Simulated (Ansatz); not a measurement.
# One elementary step

Start structure (Si4NH12F, singlet), relaxed at PBE0-D4/def2-TZVP:

Si1  (-0.057, 0.052, 0.671)
Si2  (2.185, -0.162, 0.025)
Si3  (-1.343, 0.823, -1.130)
Si4  (-0.176, 1.584, 2.445)
F5  (-0.601, -1.373, 1.235)
H6  (0.249, -2.353, -2.029)
N7  (-0.637, -2.063, -1.635)
H8  (2.617, 1.153, -0.526)
H9  (3.067, -0.505, 1.173)
H10  (2.368, -1.197, -1.030)
H11  (-1.679, 2.258, -0.871)
H12  (-0.605, 0.778, -2.418)
H13  (-2.629, 0.085, -1.226)
H14  (-1.585, 1.821, 2.864)
H15  (0.602, 1.127, 3.628)
H16  (0.399, 2.873, 1.968)
H17  (-0.819, -2.641, -0.823)
H18  (-1.355, -2.259, -2.321)
(Å)

The step: Si₄H₉F ([F][Si]([SiH3])([SiH3])[SiH3]) + NH₃ → Si₃NH₈F ([NH2][Si]([F])([SiH3])[SiH3]) + SiH₄; bonds formed: Si1–N7, Si2–H6; bonds broken: Si1–Si2, H6–N7. Ansatz 0.2.0; basis: def2-TZVPP and def2-QZVPP; cores frozen in the correlated methods. Extrapolation: Hartree–Fock as exp(−7.88 √X), correlation as X^−2.97. Energies below are by CCSD(T) at an estimated basis limit (MP2 extrapolated from triple and quadruple zeta, plus CCSD(T) − MP2 in triple zeta).

Problem. What are the electronic barrier and the energy of the step, from the start structure to the end structure? (To be estimated.)

Solution. By the calculation: Barrier 36.09 kcal/mol; step energy -11.56 kcal/mol (downhill); reverse barrier, their difference, 47.65 kcal/mol. Barrier and step energy count from the start structure, the reverse barrier from the end structure.

The saddle point: One imaginary mode of 984i cm⁻¹.
| pair | start (Å) | saddle (Å) | end (Å) |
| --- | --- | --- | --- |
| Si1–N7 | 3.18 | 1.84 | 1.70 |
| Si2–H6 | 3.57 | 2.00 | 1.48 |
| Si1–Si2 | 2.34 | 3.26 | 4.72 |
| H6–N7 | 1.01 | 1.20 | 3.11 |

Zero-point energy (harmonic, PBE0-D4): ZPE is 72.20 kcal/mol at the start and 69.49 kcal/mol at the saddle, so the barrier goes from 36.09 to 33.39 kcal/mol.

No T1 diagnostic of these runs exceeds 0.014.

Labels in which every atom is bracketed show which atoms are joined, not bond orders.

For scale, one of the runs: CCSD(T)/def2-TZVPP, 398 basis functions, launched by `ansatz run in.yaml --threads 4 --pin off --events-out ev --progress --plain --max-ram 66560MiB --backend cuda --devices 0, --max-vram 37GiB`. Time: 18 s of wall clock on 4 CPU threads of an AMD EPYC 7R13 and a share of one NVIDIA H100; the host was shared. Peak host memory: 1.6 GiB.
